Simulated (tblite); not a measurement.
C4H2ClFSe.
Atom-mapped SMILES: `[F:1][c:2]1[cH:3][cH:4][se:5][c:6]1[Cl:7]` (hydrogens: H8 on C3; H9 on C4)

Computed values, GFN2-xTB/tblite, gas phase, harmonic and unscaled. The method is semi-empirical: single wavenumbers can be off by several per cent or more.

Harmonic wavenumbers (cm⁻¹): 144.8, 162.8, 270.7, 287.6, 359.0, 378.2, 531.1, 534.1, 570.7, 718.5, 726.2, 829.1, 866.3, 976.9, 1080.8, 1165.6, 1358.2, 1449.0, 1552.9, 3123.9, 3135.1.

A = 2075, B = 1402, C = 836.7 MHz; mass 183.899 u (most abundant isotopes); point group Cs, symmetry number 1.

**Question.** Zero-point energy?

**Answer.** ½Σν̃ = 10111 cm⁻¹ = 120.95 kJ/mol.

**Question.** What is S at 350 K and 1 bar for an ideal gas of classical rigid rotors and harmonic oscillators?

**Answer.** Translation 177.22, rotation 124.46, vibration 68.56: S = 370.2 J/(mol K).

**Question.** And Cp and H(350 K) − H(0)?

**Answer.** Cp = 118.10 J/(mol K), of which vibrations give 84.84 (their classical limit is 21 R = 174.6); H(350 K) − H(0) = 25.94 kJ/mol without the zero-point energy, 14.29 from vibrations.

**Question.** What must be added to the electronic energy to get the Gibbs energy at 350 K and 1 bar?

**Answer.** ZPE + [H(350 K) − H(0)] − T·S = 120.95 + 25.94 − 129.58 = 17.31 kJ/mol.

**Question.** Which modes carry the vibrational entropy at 350 K?

**Answer.** 144.8 cm⁻¹: 12.75; 162.8 cm⁻¹: 11.81; 270.7 cm⁻¹: 7.84; 287.6 cm⁻¹: 7.39; 359.0 cm⁻¹: 5.79; 378.2 cm⁻¹: 5.44 J/(mol K); the other 15 give 17.54 together.

**Question.** Blend soft modes into free rotors: weight 1/[1 + (100 cm⁻¹/ν̃)⁴] for the oscillator and the rest for a rotor with moment μB/(μ + B), μ = h/(8π²ν), B = 10⁻⁴⁴ kg m². What vibrational entropy results?

**Answer.** 68.15 J/(mol K) in place of 68.56, which changes −T·S at 350 K by +0.14 kJ/mol.

Hindered rotation and anharmonicity are outside this model.
